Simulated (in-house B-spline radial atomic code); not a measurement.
Settings and results of a run for the strontium ion Sr³⁺. Level of theory: scalar-relativistic (X2C) OLYP, spin-polarised, spherical fractional occupations, Fermi nucleus of rms radius 4.224 fm; calculated with a B-spline radial code for spherical atoms.

Command:
```bash
python run_scf.py task.json out
```
Settings (nuclear radius in fm, mass in u):
```
Z                38
configuration    [Ar] 3d10 4s2 4p5
hamiltonian      x2c
method           optx,lyp
spin_polarised   True
nucleus          fermi
rms_radius       4.224
atomic_mass      87.90561
speed_of_light   137.035999084
```

Output (hartree, bohr):
```
 radial grid: 69 intervals, B-splines of order 8, outer radius 28.1081 bohr

 iter        energy (Eh)    residual
    1       -3175.499365    4.08e-01
    2       -3177.060270    2.15e-01
    3       -3177.986576    3.06e-02
    4       -3178.005691    9.07e-03
    5       -3178.007126    2.54e-03
    6       -3178.007277    9.61e-04
    7       -3178.007293    7.72e-05
    8       -3178.007293    5.22e-06
    9       -3178.007293    1.42e-07

 total energy                     -3178.00729
 kinetic                            3273.4906
 electron-nucleus                  -7631.1542
 Hartree                            1285.7132
 exchange-correlation               -106.0568

 orbital      occ     eigenvalue          <r>       <r^2>       <1/r>       r_max
 1s up      1.000      -585.9806    0.0387168  0.00203161      40.054     0.02501
 1s down    1.000      -585.9761    0.0387165  0.00203159     40.0543     0.02501
 2s up      1.000       -80.4216     0.172116   0.0349891      8.8911      0.1451
 2s down    1.000       -80.4188     0.172114    0.034988     8.89107      0.1451
 2p up      3.000       -71.6137     0.150194   0.0276015     8.51674      0.1159
 2p down    3.000       -71.6088     0.150195   0.0276018     8.51659      0.1159
 3s up      1.000       -13.4038     0.491416    0.277311     2.95628      0.4359
 3s down    1.000       -13.3997     0.491354    0.277193     2.95612       0.436
 3p up      3.000       -10.5565     0.497595    0.289122     2.77299      0.4307
 3p down    3.000       -10.5515     0.497446    0.288871     2.77322      0.4308
 3d up      5.000        -5.8546     0.496405    0.300207     2.51512      0.3758
 3d down    5.000        -5.8482      0.49582    0.299281     2.51668      0.3758
 4s up      1.000        -2.5625      1.32291     1.97834     1.01904       1.181
 4s down    1.000        -2.5151      1.32472     1.98602     1.01891       1.181
 4p up      3.000        -1.8688      1.48568     2.51709    0.891747       1.301
 4p down    2.000        -1.8233      1.49357      2.5486    0.888166       1.302
```

Time taken, with all properties: 0.41 s on 1 thread of Arm Neoverse N1 (shared host).

One-electron X2C: radii and densities carry no picture-change correction, so inner-shell <1/r> comes out high (for 1s by about 2 % at Z = 33, 5 % at 54, 10 % at 75, 30 % at 118) and <r> low.
